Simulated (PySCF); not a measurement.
Predicted microwave data (PBE0-D3(BJ)/def2-SVP geometry optimisation, gas phase (PySCF)) for one isomer of C5H11NOSi2:

- Rotational constants: A = 1468, B = 903.8, C = 626.4 MHz
- Dipole components: |μa| = 0.03 D, |μb| = 1.85 D, |μc| = 0.54 D
- Inertial defect: -96.56 u·Å²
- κ: -0.34

**Question.** Which structure is it? (One computed conformer of each.)
A. `[CH:1]#[C:2][Si@@H:3]1[CH2:4][CH2:5][Si@@H:6]([NH:7][CH3:8])[O:9]1` with C5–Si6–N7–C8 -64°, C2–Si3–C4–C5 -145°, Si3–C4–C5–Si6 32°, C4–C5–Si6–N7 -139°, C5–Si6–O9–Si3 6°
B. `[CH3:1][SiH2:2][Si@@H:3]([NH2:4])[c:5]1[cH:6][cH:7][cH:8][o:9]1` with C1–Si2–Si3–N4 -177°, Si2–Si3–N4–H 178° and -36°, Si2–Si3–C5–C6 120°
C. `[NH2:1][Si@H:2]([CH2:3][SiH3:4])[c:5]1[cH:6][cH:7][cH:8][o:9]1` with H–N1–Si2–C3 -39° and -178°, N1–Si2–C3–Si4 -162°, N1–Si2–C5–C6 21°

**Answer.** C. It is N[Si@H](C[SiH3])c1ccco1, an asymmetric top, point group C1. The candidates at the same level (rigid rotor, commonest isotopes):

```csv
SMILES,A (MHz),B (MHz),C (MHz),μa (D),μb (D),μc (D),Δ (u·Å²),point group,rotor
C[SiH2][Si@@H](N)c1ccco1,1621,777.8,628.2,0.56,0.47,0.52,-156.93,C1,asymmetric top
C#C[Si@@H]1CC[Si@@H](NC)O1,3082,610.9,553.4,0.89,0.94,0.12,-77.93,C1,near-prolate asymmetric top
N[Si@H](C[SiH3])c1ccco1,1468,903.8,626.4,0.03,1.85,0.54,-96.56,C1,asymmetric top
```

`C#C[Si@@H]1CC[Si@@H](NC)O1` has A 110 % too high; `C[SiH2][Si@@H](N)c1ccco1` has B 14 % too low. No structure here is proved a minimum.
